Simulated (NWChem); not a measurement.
System: BGeH3ClF; SMILES [GeH3][B](Cl)F

```xyz
7

B     -0.4298    -0.6814     0.0576
Cl     0.5992    -1.9193    -0.6456
F     -1.5537    -1.0817     0.6124
Ge     0.1247     1.3172     0.0030
H     -0.9203     2.2229     0.6771
H      1.4772     1.4959     0.7164
H      0.3038     1.7621    -1.4599
```
Atoms are numbered in this order, from 1.

Coordinates come from a PBE0/def2-SVP optimisation.

Problem. Give the principal values of the shielding tensors (ppm) of B1, Cl2, F3, Ge4 from PBE0/pcSseg-1, GIAO (NWChem), with their diamagnetic and paramagnetic parts as GIAO splits them.

Solution. 
```csv
atom,σ11,σ22,σ33,isotropic,diamagnetic,paramagnetic
B1,-6.0,64.7,78.6,45.8,192.4,-146.7
Cl2,245.5,797.9,883.3,642.2,1148.1,-505.9
F3,-80.3,78.1,386.4,128.1,471.2,-343.1
Ge4,1631.6,1660.6,1728.4,1673.5,2758.2,-1084.7
```
